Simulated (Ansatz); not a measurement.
The same path of BrH + FH3Si (7 atoms, charge 0, multiplicity 1) was run 3 times with different band settings. Lost on the way: Si1–F2, Br6–H7. Made: Si1–Br6, F2–H7.

Computed with RKS BHLYP/def2-SVP in Ansatz 0.2.0.

Relaxed end points:

```xyz
7
Properties=species:S:1:pos:R:3
Si 0.423 0.000 -0.325
F -0.346 0.000 1.109
H 1.872 0.000 -0.055
H 0.018 1.216 -1.053
H 0.018 -1.216 -1.053
Br -3.476 0.000 2.537
H -2.141 0.000 2.054
```

```xyz
7
Properties=species:S:1:pos:R:3
Si -0.317 0.000 -0.562
F -0.200 0.002 3.020
H 0.710 -0.001 0.490
H -0.248 1.213 -1.396
H -0.249 -1.213 -1.396
Br -2.318 -0.001 0.469
H -1.009 0.001 2.587
```

Common settings: movable images 7; climbing image yes; optimiser quadratic models (default); force threshold 0.05 eV/Å; iteration limit 60; end points relaxed.

| run | spring | start path |
| --- | --- | --- |
| 1 | 5.0 eV/Å² | through a guess of the saddle point |
| 2 | 5.0 eV/Å² | straight line |
| 3 | 50.0 eV/Å² | through a guess of the saddle point |

**Question.** What does each run give, and how far can it be trusted?

**Answer.** Run 1: converged after 9 iterations, highest image 1.683 eV above the first end. A vibrational analysis at the climbing image gives 2 clearly imaginary modes (288i, 104i cm⁻¹): a point of higher order, so a lower path passes nearby.
Run 2: converged after 11 iterations, highest image 1.683 eV above the first end. Another band between the same ends (7 images) ends at a top of the same energy, where a vibrational analysis finds 2 clearly imaginary modes.
Run 3: converged after 10 iterations, highest image 1.683 eV above the first end. Another band between the same ends (7 images) ends at a top of the same energy, where a vibrational analysis finds 2 clearly imaginary modes.
The orbitals stay closed-shell, which can raise the energy where a bond breaks towards radicals; this wasn't checked here.
